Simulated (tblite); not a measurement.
C25H15NS2 (donor-acceptor emitter), SMILES c1ccc2sc(-c3ccc(-c4cccc5c4sc4ccccc45)cc3)nc2c1 at step 0 of a GFN2-xTB optimisation (tblite, gas phase), coordinates in Å:

```
  1 C     8.086    0.821    1.190
  2 C     8.142   -0.380    1.878
  3 C     7.033   -1.221    1.974
  4 C     5.839   -0.805    1.338
  5 S     4.318   -1.605    1.278
  6 C     3.663   -0.317    0.330
  7 C     2.263   -0.315   -0.137
  8 C     1.761    0.839   -0.757
  9 C     0.441    0.895   -1.222
 10 C    -0.426   -0.197   -1.072
 11 C    -1.805   -0.138   -1.568
 12 C    -2.072   -0.220   -2.945
 13 C    -3.368   -0.167   -3.429
 14 C    -4.434   -0.033   -2.555
 15 C    -4.227    0.065   -1.151
 16 C    -2.909    0.007   -0.675
 17 S    -2.873    0.151    1.039
 18 C    -4.576    0.263    1.171
 19 C    -5.319    0.411    2.364
 20 C    -6.707    0.493    2.290
 21 C    -7.354    0.440    1.061
 22 C    -6.609    0.296   -0.116
 23 C    -5.187    0.211   -0.069
 24 C     0.071   -1.356   -0.461
 25 C     1.397   -1.409    0.006
 26 N     4.512    0.659    0.082
 27 C     5.753    0.395    0.644
 28 C     6.892    1.219    0.571
 29 H     8.959    1.463    1.129
 30 H     9.077   -0.679    2.368
 31 H     7.082   -2.158    2.513
 32 H     2.396    1.710   -0.888
 33 H     0.084    1.812   -1.696
 34 H    -1.241   -0.330   -3.642
 35 H    -3.546   -0.234   -4.507
 36 H    -5.447    0.008   -2.953
 37 H    -4.818    0.455    3.320
 38 H    -7.290    0.606    3.197
 39 H    -8.434    0.498    1.008
 40 H    -7.132    0.256   -1.069
 41 H    -0.569   -2.224   -0.332
 42 H     1.729   -2.343    0.474
 43 H     6.842    2.159    0.025
```

Problem. What are the forces on the atoms (eV/Å)?

Solution. 
```
  1 C    -1.08    0.54   -0.64
  2 C    -0.08   -0.86    0.49
  3 C    -0.34    0.71   -0.53
  4 C     1.18   -0.84    0.90
  5 S    -0.28   -1.09    0.45
  6 C     0.10    1.55   -0.77
  7 C     0.20    0.08    0.04
  8 C    -0.71    0.06   -0.29
  9 C     0.50   -0.13    0.23
 10 C     0.82   -0.09    0.30
 11 C    -1.16    0.10   -0.07
 12 C     0.51    0.07    0.75
 13 C    -0.51    0.03    0.05
 14 C    -0.23    0.10    0.59
 15 C    -0.42   -0.11   -1.11
 16 C     0.54   -0.17   -1.35
 17 S     1.50   -0.05    0.98
 18 C    -0.90    0.22    1.20
 19 C    -0.12   -0.07   -0.63
 20 C     0.64   -0.01    0.13
 21 C     0.65   -0.17   -0.97
 22 C     0.30    0.04    0.40
 23 C    -1.56   -0.01   -1.05
 24 C     0.82    0.35    0.27
 25 C    -0.56   -0.19   -0.15
 26 N    -0.04   -1.14    0.57
 27 C    -0.28    1.21   -0.75
 28 C     0.45   -0.09    0.14
 29 H    -0.20   -0.15    0.01
 30 H    -0.45    0.11   -0.24
 31 H    -0.06    0.15   -0.10
 32 H    -0.03   -0.28    0.10
 33 H     0.09   -0.36    0.16
 34 H    -0.19    0.04    0.30
 35 H     0.03    0.03    0.49
 36 H     0.24   -0.01    0.20
 37 H     0.03   -0.01   -0.11
 38 H     0.14   -0.02   -0.10
 39 H     0.18    0.00   -0.01
 40 H     0.24    0.00    0.19
 41 H     0.10    0.20   -0.05
 42 H     0.01    0.51   -0.18
 43 H    -0.04   -0.28    0.16
```
